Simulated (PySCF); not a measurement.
4-fluoro-N-methylaniline (`c1(ccc(NC)cc1)F`). Method: PBE0-D3(BJ)/def2-SVP geometry optimisation, gas phase (PySCF 2.14.0).

```
atom  x, y, z in Å
C1     3.0005    0.0530   -0.0569
N2     1.8911   -0.8297    0.1474
C3     0.5952   -0.3756    0.2643
C4     0.2928    0.9888    0.4221
C5    -1.0256    1.4155    0.5726
C6    -2.0570    0.4898    0.5563
F7    -3.3220    0.9019    0.6937
C8    -1.7898   -0.8651    0.3925
C9    -0.4762   -1.2906    0.2495
H10    3.1354    0.7307    0.8031
H11    2.9057    0.6827   -0.9648
H12    3.9216   -0.5386   -0.1477
H13    1.9877   -1.7647   -0.2216
H14    1.0910    1.7319    0.4299
H15   -1.2606    2.4745    0.6974
H16   -2.6177   -1.5768    0.3797
H17   -0.2670   -2.3572    0.1280
```

Q: How far are the heavy atoms from their best plane (unweighted least squares)?

A: 0.047 Å rms; C1 0.10, N2 0.08, C3 0.03, C4 0.04, C5 0.03, C6 0.01, F7 0.03, C8 0.03, C9 0.01 Å (magnitudes).

Q: What is the longest distance between nuclei?

A: F7···H12, 7.43 Å; the next longest distance is 6.64 Å.

Q: Where is the centre of mass (commonest isotopes), and what is the radius of gyration?

A: Mass 125.064 u; centre at (-0.361, 0.079, 0.361) Å; Rg = √(Σ m r²/M) = 2.250 Å. As Ia + Ib + Ic = 2 Σ m r², the three principal moments sum to 1266.5 u·Å².

Q: Give the dihedral angles C5–C6–C8–C9, H15–C5–C6–C8, C4–C5–C6–F7, N2–C3–C4–H14, H14–C4–C5–H15.

A: C5–C6–C8–C9 0° (synperiplanar); H15–C5–C6–C8 180° (antiperiplanar); C4–C5–C6–F7 180° (antiperiplanar); N2–C3–C4–H14 2° (synperiplanar); H14–C4–C5–H15 0° (synperiplanar). Dihedral signs follow IUPAC: positive where, seen along the central bond, the front bond turns clockwise onto the rear one.

Q: How far apart are these pairs, which share no bond: C1···C9, C3···H16, C6···H16, H10···H17?

A: C1···C9 3.740 Å (3 bonds apart); C3···H16 3.432 Å (3 bonds apart); C6···H16 2.149 Å (2 bonds apart); H10···H17 4.644 Å (5 bonds apart).

Q: What are the angles N2–C1–H10, N2–C1–H11, C3–N2–H13, C4–C5–C6?

A: From the scalar product of the two bond vectors; for N2–C1–H10 it is -0.5722 Å² over 1.4324 × 1.1032 Å², cos θ = -0.3621. N2–C1–H10 111.2°; N2–C1–H11 113.6°; C3–N2–H13 115.2°; C4–C5–C6 119.9°.

Q: Write the matrix of distances between heavy atoms (Å, lower triangle).

A: 
```
C1    0.000
N2    1.432  0.000
C3    2.464  1.378  0.000
C4    2.905  2.437  1.406  0.000
C5    4.297  3.705  2.435  1.394  0.000
C6    5.113  4.183  2.805  2.406  1.386  0.000
F7    6.423  5.520  4.143  3.626  2.356  1.338  0.000
C8    4.898  3.689  2.438  2.788  2.412  1.391  2.358  0.000
C9    3.740  2.414  1.409  2.412  2.780  2.401  3.620  1.388  0.000
```

Whether it is a minimum is left open (no frequencies). One conformer, not necessarily the lowest.

The run took 2.3 min on an Intel Xeon Platinum 8259CL at 2.50 GHz with one thread, shared host with 96 logical CPUs at a one-minute load of 54, and the process peaked at 0.78 GiB of memory. This is the geometry optimisation.
